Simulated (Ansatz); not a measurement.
Geometry optimisation, Ansatz 0.2.0, RKS PBE/def2-SVP.

Input file:

```yaml
crystal:
  periodic: [false, false, false]
  atoms:
    - { symbol: C, position_ang: [-0.6647, 1.0782, 1.9332] }
    - { symbol: C, position_ang: [-0.1914, -0.0397, 1.507] }
    - { symbol: C, position_ang: [0.9135, -0.1438, 0.5129] }
    - { symbol: C, position_ang: [0.6463, -0.9123, -0.7429] }
    - { symbol: Si, position_ang: [-0.16858, -2.625, -0.49223] }
    - { symbol: H, position_ang: [-1.5287, 1.1545, 2.6371] }
    - { symbol: H, position_ang: [-0.321, 2.0815, 1.5634] }
    - { symbol: H, position_ang: [-0.5467, -0.9504, 1.9021] }
    - { symbol: H, position_ang: [1.3423, 0.8635, 0.3099] }
    - { symbol: H, position_ang: [1.7648, -0.6761, 1.0552] }
    - { symbol: H, position_ang: [1.66334, -1.14074, -1.22899] }
    - { symbol: H, position_ang: [0.0655, -0.37568, -1.42082] }
    - { symbol: H, position_ang: [-1.47249, -2.47099, 0.22151] }
    - { symbol: H, position_ang: [0.69278, -3.54877, 0.3657] }
    - { symbol: H, position_ang: [-0.39423, -3.26108, -1.80133] }
basis:
  gaussian: { orbitals: def2-SVP }
hamiltonian:
  xc: pbe
relax:
  f_tol: 0.015
  max_steps: 40
output:
  orbitals: {}
```

Launched with:

```bash
$ ansatz run input.yaml --threads 2 --pin off --max-ram 3072MiB --backend cpu --events-out ev --progress --plain --runs-dir out
```

Question: Where does it end, and by what steps?

Answer: The run converged. After 13 steps the energy has fallen by 0.428 eV; H13 moved furthest, 0.30 Å.

```tsv
step	energy less start (eV)	largest force component (eV/Å)	accepted
0	0.0000	4.078	yes
1	-0.3525	0.944	yes
2	-0.3863	0.891	yes
3	-0.3391	1.277	no
4	-0.4218	0.173	yes
5	-0.4248	0.075	yes
6	-0.4263	0.029	yes
7	-0.4270	0.030	yes
8	-0.4272	0.043	yes
9	-0.4278	0.023	yes
10	-0.4282	0.021	yes
11	-0.4283	0.017	yes
12	-0.4283	0.025	no
13	-0.4284	0.007	yes
```

```xyz
15
Properties=species:S:1:pos:R:3
C -0.650 1.241 1.923
C -0.200 0.033 1.541
C 0.956 -0.208 0.608
C 0.575 -0.940 -0.700
Si -0.103 -2.711 -0.535
H -1.504 1.348 2.610
H -0.174 2.171 1.567
H -0.714 -0.868 1.927
H 1.434 0.765 0.363
H 1.730 -0.808 1.139
H 1.471 -1.013 -1.356
H -0.170 -0.341 -1.269
H -1.457 -2.752 0.124
H 0.840 -3.557 0.283
H -0.231 -3.327 -1.904
```

Whether the end is a true minimum wasn't checked by a vibrational analysis.

The run took 22 s on 2 threads of INTEL(R) XEON(R) PLATINUM 8581C CPU @ 2.10GHz (Emerald Rapids), on a shared host, peak memory 0.18 GiB.
